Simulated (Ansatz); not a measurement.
Ansatz (an electronic-structure program) input (CCSD(T)/cc-pVDZ):

Ansatz 0.2 input:
```yaml
crystal:
  periodic: [false, false, false]
  atoms:
    - {symbol: N, position_ang: [-1.04085180, 1.06710179, -0.01446043]}
    - {symbol: B, position_ang: [-0.06196680, 0.11106660, 0.00414931]}
    - {symbol: O, position_ang: [-0.37409219, -1.28882579, -0.18145630]}
    - {symbol: O, position_ang: [1.35510109, 0.27261633, 0.19398292]}
    - {symbol: H, position_ang: [-0.67722394, 2.00603680, 0.12884273]}
    - {symbol: H, position_ang: [-1.32896979, -1.29949567, -0.29902516]}
    - {symbol: H, position_ang: [1.75391914, -0.60191099, 0.15044593]}
basis:
  gaussian:
    orbitals: cc-pVDZ
total_charge: -1
magnetization: {spin_polarized: false}
correlation: {method: ccsd_t, electrons: outside_noble_gas}
```

Output:

```
Functional definition: HF
integrals: 0.04 GiB planned
655 factors; integrals over basis functions are off by at most 1.4e-3 eV
0.30 GiB of device memory are held for the factors and their scratch space
mean field: 0.16 GiB planned
mean field evaluation 1: about -6275.1372 eV, gradient 3.4e1 eV
mean field evaluation 2: about -6275.1405 eV, gradient 3.4e1 eV
mean field evaluation 4: about -6277.9617 eV, gradient 3.3e0 eV
mean field evaluation 8: about -6278.0028 eV, gradient 1.2e-1 eV
mean field evaluation 16: about -6277.9943 eV, gradient 1.0e0 eV
mean field -6278.00292719 eV, -230.7123521912 hartree, gradient 9.8e-7 eV, S^2 0.000000; 0 other end points of the search recorded, 0 dependent functions left out
4 core orbitals not correlated
reference -6278.00292719 eV, -230.7123521912 hartree; 12, 12 occupied and 55, 55 virtual orbitals, 655 factors
second order -17.25845524 eV of doubles, -0.00000000 eV of singles
coupled cluster: 0.63 GiB planned
cycle   1  -17.34166157 eV  change   -8.3e-2 eV  update   8.9e-2
cycle   2  -17.71293352 eV  change   -3.7e-1 eV  update   2.5e-2
cycle   3  -17.81272495 eV  change   -1.0e-1 eV  update   1.3e-2
cycle   4  -17.80501648 eV  change    7.7e-3 eV  update   2.7e-3
cycle   5  -17.80359862 eV  change    1.4e-3 eV  update   1.2e-3
cycle   6  -17.80384934 eV  change   -2.5e-4 eV  update   3.7e-4
cycle   7  -17.80373362 eV  change    1.2e-4 eV  update   1.4e-4
cycle   8  -17.80366540 eV  change    6.8e-5 eV  update   4.4e-5
cycle   9  -17.80366500 eV  change    4.0e-7 eV  update   1.6e-5
perturbative correction -0.45157628 eV, -0.0165951222 hartree
Total energy: -6296.25816847 eV, -231.3832199343 hartree
```

It need not be the lowest isomer of its formula. Whether it binds its extra electron was not tested at this geometry.
